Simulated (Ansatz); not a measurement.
The cluster Ca₂S⁺. Total charge 1; doublet. Geometry PBE-D4/def2-TZVP, basis def2-TZVP, Ansatz.

Cartesian coordinates in Å:
```
Ca -0.437 -1.710 -0.741
Ca 1.245 1.452 0.065
S -0.808 0.258 0.676
```

```csv
run,HOMO (eV),LUMO (eV)
A,-8.79,-5.53
B,-7.41,-6.73
C,-7.37,-6.11
D,-8.39,-5.70
E,-7.94,-6.02
```

The structure comes from a short search, and lower isomers may exist.

HOMO and LUMO are taken over both spins.

Question: The runs used BHLYP, CAM-B3LYP, PBE, PBE0, r2SCAN. Estimate which is which.

Answer: A CAM-B3LYP (range-separated); B PBE (0 % exact exchange); C r2SCAN (0 % exact exchange); D BHLYP (50 % exact exchange); E PBE0 (25 % exact exchange). Exact exchange lowers occupied and raises empty levels; among semilocal functionals meta-GGAs tend to open the gap a little, and such runs are hard to tell apart. The gap grows from 0.68 eV (PBE) to 3.26 eV (CAM-B3LYP).
